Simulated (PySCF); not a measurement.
C3H9BO.
SMILES with atom numbers: `[CH3:1][BH:2][O:3][CH2:4][CH3:5]` (hydrogens: H6, H7, H8 on C1; H9 on B2; H10, H11 on C4; H12, H13, H14 on C5)

Structure used (PBE0-D3(BJ)/def2-SVP), in Å, numbered top down from 1:
```
atom  x, y, z in Å
C1    -2.142    1.315   -0.024
B2    -1.114    0.317    0.607
O3    -0.155   -0.231   -0.163
C4     0.827   -1.113    0.338
C5     2.195   -0.472    0.294
H6    -3.175    1.043    0.245
H7    -2.057    1.388   -1.118
H8    -1.979    2.320    0.405
H9    -1.145    0.024    1.792
H10    0.569   -1.416    1.368
H11    0.808   -2.018   -0.292
H12    2.963   -1.179    0.644
H13    2.449   -0.166   -0.732
H14    2.231    0.420    0.937
```

Level: CAM-B3LYP/def2-SVPD in PySCF, non-relativistic, on one gas-phase PBE0-D3(BJ)/def2-SVP geometry that isn't relaxed in the solvent. The solvent is an IEF-PCM continuum (van der Waals radii × 1.2), and excitations are vertical TDDFT with non-equilibrium linear response and a frozen core. Only the electrostatic response of the medium enters.

Gas-phase singlets (H = HOMO, L = LUMO):

| state | E (eV) | λ (nm) | f | leading configuration |
| --- | --- | --- | --- | --- |
| S1 | 6.723 | 184 | 0.003 | H→L+1 49% |
| S2 | 8.215 | 151 | 0.006 | H→L 49% |
| S3 | 8.328 | 149 | 0.057 | H-2→L+1 30% |
| S4 | 8.401 | 148 | 0.165 | H-1→L 39% |
| S5 | 8.707 | 142 | 0.009 | H-1→L+1 42% |

What are the lowest 5 singlets in acetonitrile (ε = 35.69)?

```
state  E (eV)  λ (nm)      f  leading configuration  change by rank (eV)
   S1   6.755     184  0.003                H→L 66%               +0.032
   S2   8.263     150  0.125              H-1→L 44%               +0.048
   S3   8.283     150  0.000              H→L+1 59%               -0.045
   S4   8.352     148  0.154              H-2→L 41%               -0.049
   S5   8.714     142  0.004            H-1→L+1 58%               +0.007
```

How do the frontier levels move from gas to acetonitrile?

| orbital | gas (eV) | solvent (eV) | change (eV) | Löwdin shares, gas | Löwdin shares, solvent |
| --- | --- | --- | --- | --- | --- |
| LUMO+2 | 1.76 | 1.94 | +0.18 | C5 17 %, B2 12 %, H12 11 %, C4 10 % | C5 20 %, C4 11 %, H12 10 %, C1 10 % |
| LUMO+1 | 1.26 | 1.31 | +0.05 | B2 40 %, O3 14 %, H9 9 %, C1 8 % | B2 46 %, O3 10 %, C1 9 %, C5 6 % |
| LUMO | 1.17 | 1.21 | +0.04 | B2 44 %, O3 13 %, C1 8 %, H9 7 % | B2 44 %, O3 18 %, C1 10 %, H9 9 % |
| HOMO | -9.79 | -9.83 | -0.04 | O3 30 %, B2 24 %, C1 17 %, H9 17 % | O3 30 %, B2 24 %, C1 17 %, H9 16 % |
| HOMO-1 | -10.40 | -10.33 | +0.07 | O3 44 %, C4 16 %, C5 12 %, H11 8 % | O3 41 %, C4 18 %, C5 13 %, H11 9 % |
| HOMO-2 | -10.90 | -10.77 | +0.13 | C4 22 %, O3 16 %, C5 14 %, H10 13 % | C4 23 %, C5 16 %, O3 14 %, H10 13 % |
| HOMO-3 | -11.76 | -11.73 | +0.03 | C1 34 %, B2 11 %, H7 11 %, H6 10 % | C1 29 %, C5 11 %, B2 10 %, H7 9 % |

The HOMO–LUMO gap goes from 10.96 to 11.04 eV.
